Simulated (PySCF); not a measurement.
Excitation energy of Al by level of theory

Al [Ne] 3s2 3p1 (2P) → Al [Ne] 3s1 3p1 4s1 (4P), as a difference of total energies. All numbers are calculated (PySCF 2.14, scalar relativity by spin-free X2C-1e, in aug-cc-pCVTZ-DK with one added diffuse shell each of s, p, d, f type (9s8p6d4f, 91 functions)). Correlated levels: valence: [Ne] frozen. The calculations carry no spin-orbit coupling.

| method | excitation energy (eV) |
| --- | --- |
| UHF | 6.374 |
| MP2 (valence) | 7.202 |
| SCS-MP2 (valence) | 7.446 |
| CCSD (valence) | 7.485 |
| CCSD(T) (valence) | 7.514 |

Question: How much does correlation contribute at CCSD(T) (valence)?

Answer: 7.514 − (6.374) = 1.140 eV, measured against UHF.

The upper state lies above the first ionisation limit, but in LS coupling its spin forbids autoionisation to the ground ion. A Rydberg-like electron needs more diffuse functions than a valence basis has.

The promoted electron is Rydberg-like, and one or two diffuse shells describe it only roughly, which tends to raise the upper state.
